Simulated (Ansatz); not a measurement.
Consider the formal exchange of groups at the Si–Cl bond: `CC(=O)O[SiH2]Cl` + CH₄ → `C[SiH2]OC(C)=O` + HCl.

Isolated molecules relaxed with PBE0-D4/def2-TZVP in Ansatz; ΔE leaves out vibrations. CBS: MP2 limit from def2 TZ/QZ plus the TZ coupled-cluster correction, frozen cores. This one scheme is used for every species. DFT in def2-TZVPP. Each species was taken in one conformer, which may not be the lowest.

`CC(=O)O[SiH2]Cl`:

```xyz
11

C     1.332    0.302    1.441
C     0.579    0.329    0.154
O     0.885    0.951   -0.833
O    -0.529   -0.429    0.165
Si   -1.368   -0.386   -1.300
Cl   -2.966   -1.615   -0.960
H     2.212    0.935    1.368
H     1.620   -0.725    1.672
H     0.683    0.645    2.250
H    -1.884    0.966   -1.573
H    -0.565   -0.974   -2.385
```

CH₄:

Cartesian coordinates in Å:
```
C 0.000 0.000 0.000
H 0.932 -0.190 -0.531
H -0.726 0.437 -0.685
H 0.184 0.691 0.822
H -0.391 -0.938 0.394
```

`C[SiH2]OC(C)=O`:

Cartesian coordinates in Å:
```
C 0.736 -2.464 0.185
Si 0.825 -0.717 0.805
O -0.216 0.143 -0.223
C -0.359 1.459 -0.016
C -1.300 2.098 -0.987
O 0.224 2.033 0.867
H 1.067 -2.530 -0.853
H 1.378 -3.111 0.788
H -0.285 -2.850 0.245
H 2.197 -0.171 0.686
H 0.337 -0.612 2.200
H -0.940 1.939 -2.005
H -1.383 3.161 -0.779
H -2.280 1.621 -0.914
```

HCl:

Z-matrix (Å, degrees):
```
Cl
H 1 1.279
```

Is it downhill or uphill in electronic energy at CCSD(T)/CBS, and by how much? (Estimate.)

Computed: Uphill: ΔE = +101.5 kJ/mol.

What do these levels give: PBE-D4, r2SCAN-D4, ωB97X-V, ωB97M-V, PBE, PBE0, SCS-MP2/def2-TZVPP, CCSD(T)/def2-TZVPP, HF/def2-QZVPP, MP2/def2-QZVPP, SCS-MP2/def2-QZVPP, CCSD/CBS(def2)? (Best estimate.)

The calculation gave: PBE-D4 99.3, r2SCAN-D4 104.4, ωB97X-V 101.5, ωB97M-V 102.2, PBE 99.8, PBE0 101.0, SCS-MP2/def2-TZVPP 102.9, CCSD(T)/def2-TZVPP 98.5, HF/def2-QZVPP 107.9, MP2/def2-QZVPP 105.4, SCS-MP2/def2-QZVPP 104.6, CCSD/CBS(def2) 101.4 kJ/mol.

Largest T1 diagnostic among the species: 0.014.

In def2-TZVPP, CCSD(T) changes the Hartree–Fock value by −9.5 kJ/mol (the triples alone add +0.1 kJ/mol) and MP2 by −4.3 kJ/mol.
